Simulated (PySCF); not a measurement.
C2H8GeSSi.
Atom-mapped SMILES: `[CH2:1]=[C:2]([GeH3:3])[S:4][SiH3:5]` (hydrogens: H6, H7 on C1; H8, H9, H10 on Ge3; H11, H12, H13 on Si5)

Method used: PySCF 2.14.0, PBE0-D3(BJ)/def2-SVP geometry optimisation, gas phase.

Q: Give the optimised bond lengths and angles.

A: 
```
                     bond  length (Å)
                    C1=C2       1.341
                   C2–Ge3       1.957
                    C2–S4       1.770
                   S4–Si5       2.152
                    C1–H6       1.094
                    C1–H7       1.096
  Ge3–H8, Ge3–H9, Ge3–H10       1.538
Si5–H11, Si5–H12, Si5–H13       1.492
```

Bonds in one row agree within 0.01 Å and their mean is given. A selection of angles:
```
      angle  degrees
   C2–C1–H6    120.4
   C2–C1–H7    123.6
   H6–C1–H7    116.0
  C1–C2–Ge3    120.7
   C1–C2–S4    126.7
  Ge3–C2–S4    112.6
  C2–Ge3–H8    109.7
 C2–Ge3–H10    107.7
  H8–Ge3–H9    109.1
  C2–S4–Si5    104.4
 S4–Si5–H11    111.9
 S4–Si5–H13    103.7
H11–Si5–H12    109.0
H12–Si5–H13    110.8
```

Dihedral angles: C1–C2–S4–Si5 -5° (synperiplanar). The mirror-image conformer, all signs reversed, is as good.

S4 (sulfur bonded to C and Si) is bent (angle 104.4°). Si5 (SiH3 silicon) is distorted tetrahedral (angles from 103.7° to 111.9°). Of the pairs four or more bonds apart, Si5···H7 is among the closest relative to their van der Waals radii: 2.74 Å, 83 % of the sum of Bondi's values. Ge3 (germanium bonded to C and 3 H) is tetrahedral (angles from 107.7° to 110.5°).

Point group: near Cs, missed by 0.19 Å at most; the miss may be what the optimiser left on a soft mode. Stationary, but not proved a minimum. The numbers are those of one conformer.
